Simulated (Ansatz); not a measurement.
Conformers of CH₄BBrOS, SMILES `COB(S)Br`, each relaxed with PBE0-D4/def2-TZVP in Ansatz. CBS adds the triple-zeta coupled-cluster correction to the MP2 limit.

Outer-core shells of Br are correlated without core-valence functions. Scalar relativity is left out up to krypton. Spin–orbit coupling is left out.

Not all of them had a frequency check.

Conformer A:

```xyz
9

C     0.673    1.290   -0.192
O     0.122    0.212   -0.929
B    -0.436   -0.847   -0.330
S    -0.530   -0.980    1.474
Br   -1.137   -2.230   -1.477
H    -0.092    1.767    0.426
H     1.058    2.012   -0.911
H     1.490    0.945    0.447
H    -1.148   -2.169    1.491
```

Conformer B:

Cartesian coordinates in Å:
```
C -0.512 0.978 1.119
O 0.431 0.066 0.594
B 0.377 -0.576 -0.575
S 1.752 -1.683 -0.960
Br -1.097 -0.353 -1.823
H -0.012 1.934 1.282
H -0.866 0.592 2.076
H -1.357 1.116 0.442
H 1.284 -2.075 -2.154
```

Conformer C:

```xyz
9

C    -0.432    1.354   -0.140
O    -0.460   -0.061   -0.150
B     0.539   -0.884    0.179
S     0.334   -2.673    0.101
Br    2.279   -0.258    0.764
H    -1.257    1.706    0.481
H    -0.575    1.711   -1.161
H     0.513    1.734    0.252
H    -0.940   -2.628   -0.325
```

Problem. Which is lowest in electronic energy at CCSD(T)/CBS (frozen core, def2 sets), and by how much? (Best estimate.)

Solution. Computed: C; A lies 1.1 kJ/mol higher, B lies 0.7 kJ/mol higher. Gaps under about 2 kJ/mol don't settle the order.

Problem. Give the energies relative to C (kJ/mol) with r2SCAN/def2-TZVPP, MP2/def2-TZVPP, CCSD/def2-TZVPP, SCS-MP2/def2-QZVPP, HF/CBS(def2), MP2/CBS(def2), CCSD/CBS(def2). (Best estimate.)

Solution. Computed: 
```json
{"level": "r2SCAN/def2-TZVPP", "A": "1.4", "B": "1.1"}
{"level": "MP2/def2-TZVPP", "A": "0.8", "B": "0.9"}
{"level": "CCSD/def2-TZVPP", "A": "1.0", "B": "1.0"}
{"level": "SCS-MP2/def2-QZVPP", "A": "1.0", "B": "0.8"}
{"level": "HF/CBS(def2)", "A": "1.9", "B": "0.8"}
{"level": "MP2/CBS(def2)", "A": "1.1", "B": "0.6"}
{"level": "CCSD/CBS(def2)", "A": "1.2", "B": "0.7"}
```
